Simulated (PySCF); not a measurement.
## Excitation energy of Ga⁺ by level of theory

Ga⁺ [Ar] 3d10 4s2 (1S) → Ga⁺ [Ar] 3d10 4s1 4p1 (3P), as a difference of total energies. Computed with PySCF 2.14 in aug-cc-pwCVDZ-PP with ECP10MDF (6s5p4d1f, 48 functions), with scalar relativity through the core potential. Correlated levels: valence: 3s2 3p6 3d10 frozen. The calculations carry no spin-orbit coupling.

```csv
method,excitation energy (eV),error (eV)
UHF,4.633,-1.353
MP2 (valence),5.259,-0.727
SCS-MP2 (valence),5.435,-0.551
CCSD (valence),5.527,-0.459
```

Reference: 5.986 eV (measured; NIST levels, between the centres of gravity of the two terms).

Errors of the correlated levels include the incompleteness of this basis and the frozen core.

With two correlated electrons CCSD is exact in that space.
